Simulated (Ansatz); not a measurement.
Mulliken charges of AsH4N (`N[AsH2]`) from PBE/def2-TZVPP in Ansatz (PBE0-D4/def2-TZVP geometry).

```tsv
atom	x (Å)	y (Å)	z (Å)	charge (e)
N1	-0.250	-0.932	-0.053	-0.409
As2	-0.531	0.901	-0.053	0.160
H3	0.719	-1.212	0.006	0.154
H4	-0.763	-1.368	0.701	0.148
H5	0.174	1.156	-1.379	-0.015
H6	0.694	1.391	0.733	-0.039
```

**Question.** By hand: the dipole of these point charges (1 e Å = 4.8032 D).

**Answer.** Σ q r = (-0.015, 0.065, 0.110) e Å, of length 0.129 e Å = 0.62 D.

**Question.** How does the dipole of the full density compare? (Estimate.)

**Answer.** Computed: (0.160, -0.088, 0.192) e Å, 1.27 D; the point charges give 0.49 times that, at 68° from its direction.

Point charges leave out the atoms' own dipoles, such as those of lone pairs, and Mulliken's split depends on the basis, so the two needn't agree.
